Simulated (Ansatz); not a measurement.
System: 2-methyl-3-methylselanylprop-1-ene, C5H10Se, net charge 0, singlet state. 
Coordinates optimised at B3LYP-D3(BJ)/def2-TZVP (Ansatz, a program for electronic structure):
SMILES: C=C(C)C[Se]C
```xyz
16

C     -2.3715     0.7607     0.1089
C     -1.2879     0.6470     0.8723
C     -0.8171     1.7571     1.7685
C     -0.4671    -0.6109     0.8982
Se     0.7002    -0.8769    -0.6892
C      1.5557     0.8851    -0.7353
H     -2.6944    -0.0460    -0.5374
H     -2.9599     1.6691     0.0941
H      0.2195     2.0271     1.5512
H     -0.8444     1.4443     2.8166
H     -1.4352     2.6479     1.6609
H     -1.0948    -1.5005     0.8849
H      0.1682    -0.6521     1.7809
H      0.8053     1.6592    -0.8757
H      2.1283     1.0600     0.1729
H      2.2285     0.8725    -1.5903
```

Computed values are from Ansatz. Cores are frozen in the correlated levels unless marked. UHF or UKS for open shells. Spin-orbit coupling is left out. Frozen are the shells of the preceding noble gas and the d and f shells that filled before the atom's block. Non-relativistic. Basis-set limits of correlation are two-point, X^-3; Hartree-Fock from the larger set.

```
Quantity                                                        Result
---------------------  -----------------------------------------------
atomisation energy De  1487.5 kcal/mol at CCSD(T)/CBS(cc-pVTZ,cc-pVQZ)
total energy             -2596.3314 Eh at CCSD(T)/CBS(cc-pVTZ,cc-pVQZ)
dipole moment                            1.65 D at CCSD(T)/aug-cc-pVDZ
T1 diagnostic                                    0.010 at CCSD/cc-pVQZ
```
